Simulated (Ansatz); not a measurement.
The same molecule with X = O, S, Se. Ansatz, PBE0-D4/def2-TZVP geometries, multiplicity 1. Each molecule was computed in one conformer, which needn't be the lowest.

Elements past krypton have def2 core potentials. Scalar relativity is left out up to krypton.

| X | molecule | mean X–H bond length / Å | mean X–In bond length / Å | HOMO–LUMO gap (PBE0/def2-TZVPP) / eV | HOMO–LUMO gap (PBE/def2-TZVPP) / eV | LUMO energy (PBE/def2-TZVPP) / eV |
| --- | --- | --- | --- | --- | --- | --- |
| S | `[CH3][In]([SH])[Cl]` | 1.344 | 2.374 | 6.40 | 4.33 | -2.12 |
| Se | `[CH3][In]([Cl])[SeH]` | 1.469 | 2.494 | 5.98 | 4.02 | -2.18 |

Give the row for X = O, `[CH3][In]([OH])[Cl]`. (Best estimate.)

Computed: 
```csv
X,molecule,mean X–H bond length / Å,mean X–In bond length / Å,HOMO–LUMO gap (PBE0/def2-TZVPP) / eV,HOMO–LUMO gap (PBE/def2-TZVPP) / eV,LUMO energy (PBE/def2-TZVPP) / eV
O,`[CH3][In]([OH])[Cl]`,0.960,1.978,6.91,4.70,-2.17
```

From O to Se the mean X–H bond length rises at each step, by 0.509 Å in all; the mean X–In bond length rises at each step, by 0.516 Å in all; the HOMO–LUMO gap (PBE0/def2-TZVPP) falls at each step, by 0.93 eV in all; the HOMO–LUMO gap (PBE/def2-TZVPP) falls at each step, by 0.68 eV in all; the LUMO energy (PBE/def2-TZVPP) isn't monotonic: highest at S, lowest at Se. Bonds lengthen as the atom grows down the group.

Spin–orbit coupling is left out; it splits and shifts lone-pair levels of the heavy atoms by tenths of an eV.
